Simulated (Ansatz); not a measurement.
Species: SiCl₂F₂, charge 0, singlet. SiCl2F2 (dichloro(difluoro)silane, SMILES F[Si](F)(Cl)Cl).
B3LYP-D3(BJ)/def2-TZVP minimum from Ansatz (an electronic-structure program):
```xyz
5

F     -0.1199    -1.2497     1.2756
Si    -0.0466    -0.3250     0.0012
F     -0.2376    -1.2420    -1.2665
Cl    -1.5390     1.0309     0.0744
Cl     1.7667     0.5559    -0.0802
```

Total energies in cc-pV(D+d)Z, 32 correlated electrons, 17 frozen orbitals. Radicals and triplets start from unrestricted determinants; spin-orbit coupling is neglected. Cores are frozen in correlated methods. No relativity.

```tsv
method	program	energy (Eh)	minus CCSDT(Q) (mEh)
HF	Ansatz	-1407.06597	780.52
MP2	Ansatz	-1407.80052	45.97
CCSD	Ansatz	-1407.82879	17.70
CCSD(T)	Ansatz	-1407.84396	2.53
CCSDT(Q)	Ansatz	-1407.84649	0.00
```

Rough core times of Ansatz's runs on a shared machine: CCSD(T) under 20 s, CCSDT(Q) 20 min.
